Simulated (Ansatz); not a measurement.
Consider the formal loss of a carbene: `C[O][SnH]([CH3])[SH]` → `[CH2]` (triplet) + `[CH3][SnH]([OH])[SH]`.

Computed with Ansatz on PBE0-D4/def2-TZVP structures; ΔE is electronic, products minus reactants. CBS: MP2 limit from def2 TZ/QZ plus the TZ coupled-cluster correction, frozen cores. This one scheme is used for every species. Functionals use def2-TZVPP. B3LYP here is the variant with VWN-RPA as its local correlation; programs differ in this. Triplets are unrestricted, without spin–orbit coupling. def2 core potentials past Kr. For Sn outer-core shells are correlated without core-valence functions, which leaves a few kJ/mol of doubt a bond. One conformer a species, not always the lowest.

(1) Is it downhill or uphill in electronic energy at CCSD(T)/CBS, and by how much? (An estimate is asked.)

(2) What do these levels give: PBE0-D4, ωB97M-V, PBE0, B3LYP, HF/CBS(def2), CCSD/CBS(def2)? (An estimate is asked.)

Largest T1 diagnostic among the species: 0.013.

Results:

(1) The calculation gave: Uphill: ΔE = +3.91 eV.

(2) Computed: PBE0-D4 3.89, ωB97M-V 3.94, PBE0 3.82, B3LYP 3.77, HF/CBS(def2) 2.45, CCSD/CBS(def2) 3.79 eV.

The D4 term adds +0.12 eV with B3LYP and +0.07 eV with PBE0; it sums over pairs of atoms, weighted by their polarisabilities, and B3LYP, whose exchange is more repulsive, gets the larger term. From PBE to PBE0 (25 % exact exchange), in def2-TZVPP and without D4, ΔE moves by −0.10 eV. In def2-TZVPP, CCSD(T) changes the Hartree–Fock value by +1.36 eV (the triples alone add +0.12 eV) and MP2 by +1.44 eV.
